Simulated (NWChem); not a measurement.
## Correlation energy of ClGe

```
Ge
Cl 1 2.2045
```
Charge 0, spin multiplicity 2.

The numbers come from NWChem runs, not from measurements. The geometry was optimised at UB3LYP/def2-SVP, a minimum by its harmonic frequencies.

Basis set: 6-311G**. Each correlation energy counts from its own Hartree-Fock reference.

The Hamiltonian is non-relativistic. The correlated methods keep 14 core orbitals frozen. The Pople sets run with spherical d functions. This spin state was chosen for the runs; another may lie lower. The structure started from a generated list of species. The unpaired electrons of the parent sit in orbitals of symmetry b2 (C2v labels of the run); other states weren't searched. The stability of the SCF solutions was not checked. Open-shell Hartree-Fock references start from PBE0 orbitals. No row is a measurement; the coupled-cluster row has its own basis-set and correlation limits.

Q: For the correlation energy, CCSD[T] on UHF gives -366.5 mHa and CCSD on ROHF gives -358.3 mHa. What do CCSD(T) on ROHF, CCSD[T] on ROHF, CCSD(T) on UHF give?

A: CCSD(T) on ROHF: -369.4 mHa; CCSD[T] on ROHF: -370.5 mHa; CCSD(T) on UHF: -365.5 mHa.
